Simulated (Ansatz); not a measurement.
`S[S][GeH3]` + `N[SiH](F)Cl` → `F[SiH](Cl)[NH][GeH3]` + `SS`  (ligand exchange at a Ge–S bond)

Computed with Ansatz on PBE0-D4/def2-TZVP structures; ΔE is electronic, products minus reactants. CBS: MP2 limit from def2 TZ/QZ plus the TZ coupled-cluster correction, frozen cores. This one scheme is used for every species. Functionals use def2-TZVPP. B3LYP here is the variant with VWN-RPA as its local correlation; programs differ in this. For Ge outer-core shells are correlated without core-valence functions, which leaves a few kJ/mol of doubt a bond. Scalar relativity is left out up to krypton. Each species was taken in one conformer, which may not be the lowest.

`S[S][GeH3]`:

Z-matrix (Å, degrees):
```
Ge
S 1 2.234
H 1 1.534 2 109.0
H 1 1.536 2 108.7 3 120.6
H 1 1.537 2 106.1 3 -120.0
S 2 2.058 1 99.3 3 -57.9
H 6 1.347 2 98.3 1 -89.0
```

`N[SiH](F)Cl`:

Z-matrix (Å, degrees):
```
Si
F 1 1.593
Cl 1 2.039 2 105.8
N 1 1.685 2 114.5 3 -118.7
H 1 1.471 2 106.2 3 118.7
H 4 1.006 1 122.2 2 81.4
H 4 1.006 1 121.7 2 -76.3
```

`F[SiH](Cl)[NH][GeH3]`:

Z-matrix (Å, degrees):
```
Si
Cl 1 2.043
N 1 1.686 2 109.5
F 1 1.593 2 105.5 3 122.4
H 1 1.472 2 111.0 3 -122.6
Ge 3 1.849 1 127.2 2 -154.6
H 3 1.010 1 117.2 2 33.1
H 6 1.533 3 105.9 1 9.2
H 6 1.537 3 110.0 1 -110.7
H 6 1.536 3 108.8 1 128.9
```

`SS`:

Cartesian coordinates in Å:
```
S -0.856 0.376 -0.626
S 0.909 0.532 0.397
H -0.608 -0.772 -1.284
H 0.555 -0.135 1.513
```

| level | ΔE (kJ/mol) | difference from CCSD(T)/CBS |
| --- | --- | --- |
| PBE-D4 | 44.1 | 9.5 |
| r2SCAN-D4 | 41.1 | 6.5 |
| PBE0-D4 | 41.8 | 7.2 |
| B3LYP-D4 | 38.3 | 3.7 |
| ωB97X-V | 33.9 | -0.7 |
| ωB97M-V | 36.1 | 1.5 |
| B2PLYP | 35.9 | 1.3 |
| PBE | 44.2 | 9.6 |
| r2SCAN | 41.4 | 6.8 |
| PBE0 | 42.0 | 7.4 |
| B3LYP | 38.3 | 3.7 |
| HF/def2-TZVPP | 29.8 | -4.8 |
| MP2/def2-TZVPP | 33.8 | -0.8 |
| SCS-MP2/def2-TZVPP | 30.1 | -4.5 |
| CCSD/def2-TZVPP | 29.2 | -5.4 |
| CCSD(T)/def2-TZVPP | 30.4 | -4.2 |
| HF/def2-QZVPP | 28.8 | -5.8 |
| MP2/def2-QZVPP | 35.9 | 1.3 |
| SCS-MP2/def2-QZVPP | 32.1 | -2.5 |
| HF/CBS(def2) | 28.7 | -5.9 |
| MP2/CBS(def2) | 38.0 | 3.4 |
| CCSD/CBS(def2) | 33.4 | -1.2 |
| CCSD(T)/CBS | 34.6 | 0 |

Largest T1 diagnostic among the species: 0.012.
